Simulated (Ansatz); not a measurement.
Isomers of GeH6OSi, B3LYP-D3(BJ)/def2-TZVP minima from an xTB search, which can miss the lowest.
Isomer 1, SMILES [SiH3][O][GeH3] (charge 0, multiplicity 1, Z-matrix in Å and degrees):
```
O
Si 1 1.6364
H 2 1.4793 1 108.19
H 2 1.4852 3 109.34 1 -120.99
Ge 1 1.7852 2 135.72 3 179.62
H 2 1.4853 3 109.34 4 -118.03
H 5 1.5329 1 105.41 2 -179.50
H 5 1.5388 7 111.82 1 117.41
H 5 1.5389 7 111.85 8 125.15
```
Isomer 2, SMILES O[SiH2][GeH3] (charge 0, multiplicity 1, Z-matrix in Å and degrees):
```
Si
O 1 1.6575
H 2 0.9607 1 118.50
H 1 1.4868 2 111.22 3 59.75
H 1 1.4868 4 107.03 2 121.66
Ge 1 2.3833 4 110.48 5 120.33
H 6 1.5390 1 111.21 4 -178.75
H 6 1.5390 7 108.45 1 122.58
H 6 1.5413 7 108.09 8 116.96
```

Correlated levels freeze the cores. Filled d and f shells under p-block atoms count as core. MP2 and its Hartree–Fock in def2-QZVPP are density fitted.

The values were computed with Ansatz (a quantum-chemistry and plane-wave program). Values without a source in brackets are computed.

The energy of isomer 2 above isomer 1 is E(isomer 2) − E(isomer 1). Total energies (hartree):

```tsv
level	isomer 2	isomer 1
HF/def2-TZVPP	-2442.7415409	-2442.7607432
MP2/def2-TZVPP	-2443.2344359	-2443.2512265
HF/def2-QZVPP	-2442.7968387	-2442.8167712
MP2/def2-QZVPP	-2443.3271999	-2443.3441974
CCSD(T)/def2-TZVPP	-2443.2953245	-2443.3092677
```

Work out the energy of isomer 2 above isomer 1 at the basis-set limit: extrapolate the MP2 correlation part as X⁻³, take Hartree–Fock from the larger set, and add the CCSD(T) − MP2 difference of def2-TZVPP.


1. Differences (1 hartree = 627.509 kcal/mol): HF/def2-TZVPP 12.050; MP2/def2-TZVPP 10.536; HF/def2-QZVPP 12.508; MP2/def2-QZVPP 10.666; CCSD(T)/def2-TZVPP 8.749.
2. Correlation parts, MP2 less HF: -1.513 in def2-TZVPP (X = 3), -1.842 in def2-QZVPP (X = 4).
3. Limit (4³·(-1.842) − 3³·(-1.513))/(4³ − 3³) = -2.081; with HF/def2-QZVPP it gives 10.426.
4. CCSD(T) less MP2 in def2-TZVPP: -1.787.
Result: 8.64 kcal/mol, against 10.54 at MP2/def2-TZVPP. It is an estimate of this method's limit, not of the exact value.
